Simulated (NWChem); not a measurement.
System: hydrogen iodide (HI); SMILES I

The following NWChem deck was run.

```
start job
memory heap 200 mb stack 900 mb global 1100 mb
geometry units angstroms noautosym nocenter noautoz
  I      0.000000     0.000000     0.052007
  H      0.000000     0.000000    -1.565186
end
basis spherical bse
  * library x2c-svpall-s
end
relativistic
  zora on
  zora:cutoff 1d-30
end
dft
  xc xpbe96 cpbe96
  grid fine
  iterations 150
end
property
  shielding
end
task dft property
```

Structure relaxed at the PBE0/def2-SVP (def2 core potentials past Kr) level.

GIAO values for the isolated, static molecule; σ is the absolute isotropic shielding, δ = σ(reference) − σ with the isolated reference molecule computed at the same levels (1H: tetramethylsilane). Spin-orbit effects, on the heavy nuclei and on their neighbours, are missing.

Atoms are numbered as in the input.

Problem. What results follow from this input? (PBE/x2c-SVPall-s, scalar ZORA without spin-orbit coupling, GIAO.) Quantities: σ I1 (ppm); δ H2 (ppm).

Solution. 
```
Property     Value
----------  ------
σ I1 (ppm)  4276.0
δ H2 (ppm)   -0.58
```
